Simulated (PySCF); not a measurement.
**Spin-rotation constants: `C=C[P+](C)(C)[BH2-]C#N`, C₅H₁₁BNP**

Molfile (atoms numbered from 1):
```
C5H11BNP
     RDKit          3D

 19 18  0  0  0  0  0  0  0  0999 V2000
    1.9341   -1.1660   -0.9060 C   0  0  0  0  0  0  0  0  0  0  0  0
    1.5556   -0.0642   -0.2795 C   0  0  0  0  0  0  0  0  0  0  0  0
   -0.1412    0.1825    0.3043 P   0  0  0  0  0  0  0  0  0  0  0  0
   -0.6845    1.6167   -0.6977 C   0  0  0  0  0  0  0  0  0  0  0  0
    0.1263    0.9273    1.9610 C   0  0  0  0  0  0  0  0  0  0  0  0
   -1.3344   -1.3258    0.2080 B   0  0  0  0  0  0  0  0  0  0  0  0
   -1.3725   -1.5849   -1.3194 C   0  0  0  0  0  0  0  0  0  0  0  0
   -1.3832   -1.7496   -2.4574 N   0  0  0  0  0  0  0  0  0  0  0  0
    1.2382   -1.9676   -1.0935 H   0  0  0  0  0  0  0  0  0  0  0  0
    2.9419   -1.3061   -1.2637 H   0  0  0  0  0  0  0  0  0  0  0  0
    2.2479    0.7493   -0.0907 H   0  0  0  0  0  0  0  0  0  0  0  0
   -1.6336    1.9816   -0.3082 H   0  0  0  0  0  0  0  0  0  0  0  0
    0.0541    2.4167   -0.6780 H   0  0  0  0  0  0  0  0  0  0  0  0
   -0.8330    1.2797   -1.7225 H   0  0  0  0  0  0  0  0  0  0  0  0
    0.5841    0.1856    2.6129 H   0  0  0  0  0  0  0  0  0  0  0  0
   -0.8390    1.2096    2.3776 H   0  0  0  0  0  0  0  0  0  0  0  0
    0.7685    1.8046    1.9018 H   0  0  0  0  0  0  0  0  0  0  0  0
   -2.3879   -0.9526    0.6250 H   0  0  0  0  0  0  0  0  0  0  0  0
   -0.8510   -2.2274    0.8186 H   0  0  0  0  0  0  0  0  0  0  0  0
  1  2  2  0
  2  3  1  0
  3  4  1  0
  3  5  1  0
  3  6  1  0
  6  7  1  0
  7  8  3  0
  1  9  1  0
  1 10  1  0
  2 11  1  0
  4 12  1  0
  4 13  1  0
  4 14  1  0
  5 15  1  0
  5 16  1  0
  5 17  1  0
  6 18  1  0
  6 19  1  0
M  CHG  2   3   1   6  -1
M  END
```

Computed, not measured: GIAO PBE0/ANO-RCC-VDZP magnetisability, rotational g tensor and spin-rotation constants, non-relativistic, gas phase in PySCF 2.14.0. Geometry: GFN2-xTB.

(1) Give the nuclear spin-rotation constants along the inertial axes (H = +C I·J) beside the isotropic shieldings.

## Answers

(1) Rotational constants 2.1648, 1.3468, 1.1174 GHz. A star marks the isotopologue with that one atom substituted, in its own axes.
| atom | isotope | Caa (kHz) | Cbb (kHz) | Ccc (kHz) | mean (kHz) | σ (ppm) |
| --- | --- | --- | --- | --- | --- | --- |
| P3 | 31P | 3.181 | 1.984 | 1.664 | 2.276 | 367.8 |
| B6 | 11B | 0.216 | 0.132 | 0.111 | 0.153 | 153.4 |
| N8 | 14N | 0.224 | 0.300 | 0.189 | 0.237 | -47.2 |
| H9 | 1H | 0.079 | -0.087 | -0.076 | -0.028 | 24.5 |
| H10 | 1H | -0.226 | 0.139 | -0.117 | -0.068 | 24.9 |
| H11 | 1H | 0.057 | -0.092 | -0.087 | -0.041 | 25.5 |
| H12 | 1H | -0.264 | 0.025 | -0.122 | -0.120 | 30.6 |
| H13 | 1H | -0.113 | -0.132 | -0.071 | -0.105 | 30.7 |
| H14 | 1H | -0.030 | -0.144 | -0.081 | -0.085 | 29.7 |
| H15 | 1H | -0.238 | -0.124 | -0.011 | -0.124 | 30.5 |
| H16 | 1H | -0.241 | 0.022 | -0.132 | -0.117 | 30.6 |
| H17 | 1H | -0.091 | -0.143 | -0.073 | -0.102 | 30.5 |
| H18 | 1H | -0.216 | 0.031 | -0.113 | -0.099 | 30.3 |
| H19 | 1H | -0.218 | -0.105 | 0.004 | -0.106 | 30.1 |
| C1 | 13C* | 0.740 | 0.603 | 0.205 | 0.516 | 47.9 |
| C2 | 13C* | 0.728 | 0.534 | 0.223 | 0.495 | 57.7 |
| C4 | 13C* | 0.294 | 0.170 | 0.139 | 0.201 | 177.2 |
| C7 | 13C* | 0.408 | 0.567 | 0.338 | 0.438 | 62.7 |

For the geometry as given, no vibrational averaging.
